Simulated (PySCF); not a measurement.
## A small calculation by hand: oscillator strength and radiative lifetime

C2H9FSi3, SMILES C[Si]1([SiH2]C[SiH2]1)F.

Geometry optimised at ωB97X-D3(BJ)/def2-SVP. The structure was generated by enumeration, and PubChem lists no compound with its InChIKey, so it may never have been made.

TDA-M06-2X/def2-SVPD (PySCF) puts the first singlet state with f over 0.02 at 5.66 eV (vertical), with the transition dipole (0.000, 0.000, 0.896) in atomic units.

Q: Find the oscillator strength, the wavelength and the radiative lifetime that this transition would have in vacuum if emission retraced absorption.

A: 
|μ|² = 0.8028 au, so |μ| = 2.28 D. ΔE = 5.66/27.211 = 0.2080 hartree. f = (2/3) ΔE |μ|² = 0.111 (the program prints 0.111).
λ = 1239.84/5.66 = 219 nm; ν = 45651 cm⁻¹.
Einstein's coefficient A = 0.6670 ν² f s⁻¹ (ν in cm⁻¹) = 1.5e8 s⁻¹, so τ = 1/A = 6.5 ns. This state is S2; the lower singlet has f = 0.012. The figure is the radiative limit of this one transition; relaxation, internal conversion, crossing to triplets and a medium change what is measured.
